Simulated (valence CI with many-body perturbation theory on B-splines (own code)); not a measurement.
# As: what the settings do

Computed by configuration interaction combined with many-body perturbation theory (CI+MBPT): five valence electrons over a frozen Dirac-Fock core [Ar] 3d10, a basis of 6 s, 6 p, 5 d, 3 f, 1 g functions for each j, with the one-electron correlation potential Σ1, the two-electron term Σ2, the three-electron term Σ3, Breit, model QED; selected CI, second order for the rest, scaled by the run's own slope (own B-spline code, finite nucleus).

Set against measurement, 11 paired levels are off by 145 cm⁻¹ on average, the worst by 206. These come from a selection out of the NIST Handbook of Basic Atomic Spectroscopic Data. Levels without a partner in it may be off by more. Among the levels kept, up to 2200 cm⁻¹ of a level comes from second order outside the variational space, and about a tenth of that is noise between levels of different J, which matters for small intervals.

The reference run has the lowest level 4s2 4p3 4S°_3/2 and an ionisation energy of 9.75056 eV. Its largest variational space holds 9999 state functions.

Names give the largest LS component (configuration and term), which can be under half, so a name can repeat, a term be missing and a line seem to break the LS rules; names also repeat where a configuration has a term twice.

Changed runs:
A. scale of Σ1 1 → 0.8
B. Davidson tolerance 2e-05 → 0.0003
C. highest l in the core sums 6 → 7; core polarisation of operators on → off
D. closed core [Ar] 3d10 → [Ar] 3d10 4s1 (bad on purpose)

Excitation energies of the reference run in cm⁻¹, and shifts in cm⁻¹:

| Level | Reference | A | B | C |
| --- | --- | --- | --- | --- |
| 4s2 4p3 2D°_3/2 | 10705 | -43 | -0.1 | +2.3 |
| 4s2 4p3 2D°_5/2 | 11009 | -51 | -1.1 | +1.9 |
| 4s2 4p3 2P°_1/2 | 18313 | -83 | +0.7 | +1.8 |
| 4s2 4p3 2P°_3/2 | 18766 | -93 | -0.2 | +2.0 |
| 4s2 4p2 5s 4P_1/2 | 50492 | -369 | +1.1 | -22 |
| 4s2 4p2 5s 4P_3/2 | 51410 | -385 | +1.6 | -22 |
| 4s2 4p2 5s 4P_5/2 | 52692 | -402 | +1.7 | -23 |
| 4s2 4p2 5s 2P_1/2 | 52978 | -376 | +1.0 | -23 |
| 4s2 4p2 5s 2P_3/2 | 54446 | -397 | +1.4 | -23 |
| 4s2 4p2 5p 2S°_1/2 | 59944 | -387 | +1.6 | -24 |
| 4s2 4p2 5p 4D°_1/2 | 60594 | -395 | +1.5 | -24 |
| 4s2 4p2 5p 4D°_3/2 | 60689 | -386 | +1.3 | -24 |
| Ionisation energy (eV) | 9.75056 | -0.05044 | +0.00019 | -0.00329 |

Run D: It gave no result: the perturbation theory needs a core of closed shells. The program said: "the core must hold closed shells only".
